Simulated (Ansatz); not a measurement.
H₃O₃Si, doublet, geometry from GFN2-xTB. Base run: PBE0/6-31G* run with Ansatz (a program for electronic structure).

Input for Ansatz:
Ansatz 0.2 input:
```yaml
crystal:
  periodic: [false, false, false]
  atoms:
    - {symbol: O, position_ang: [-0.84317475, -0.87603590, -0.91455838]}
    - {symbol: Si, position_ang: [-0.16941596, -0.08038194, 0.34291190]}
    - {symbol: O, position_ang: [-0.28508537, 1.51773913, -0.03316397]}
    - {symbol: O, position_ang: [1.37066024, -0.57947772, 0.49097699]}
    - {symbol: H, position_ang: [-1.58178239, -0.47345656, -1.36288875]}
    - {symbol: H, position_ang: [0.23413609, 2.15205276, 0.45211068]}
    - {symbol: H, position_ang: [1.78026866, -1.05105329, -0.23602572]}
basis:
  gaussian:
    orbitals: 6-31G*
hamiltonian:
  xc: pbe0
magnetization: {spin_polarized: true, initial_magnetization: 1}
```

The base run was repeated with changes; each row names its change, and settings that it needs were set with it.

```json
[
 {"change": "base", "ΔE vs base (µEh)": "0.0"},
 {"change": "lower_state_search = light", "ΔE vs base (µEh)": "0.0"},
 {"change": "accuracy = high", "ΔE vs base (µEh)": "-0.2"},
 {"change": "final_grid = 4, 8, 17", "ΔE vs base (µEh)": "-305"},
 {"change": "forces = on", "ΔE vs base (µEh)": "0.0"},
 {"change": "lower_state_search = full", "ΔE vs base (µEh)": "0.0"},
 {"change": "point_charge = charge:-1.0 position_ang:-4.5993, -0.6793, 1.8871", "ΔE vs base (µEh)": "-891"},
 {"change": "final_grid = 14, 28, 59", "ΔE vs base (µEh)": "-0.4"},
 {"change": "final_grid = 6, 12, 29", "ΔE vs base (µEh)": "-24.5"},
 {"change": "point_charge = charge:1.0 position_ang:-1.9944, 0.1235, 4.554", "ΔE vs base (µEh)": "-5664"},
 {"change": "point_charge = charge:0.5 position_ang:-4.45, 1.1811, -2.4242", "ΔE vs base (µEh)": "2607"}
]
```
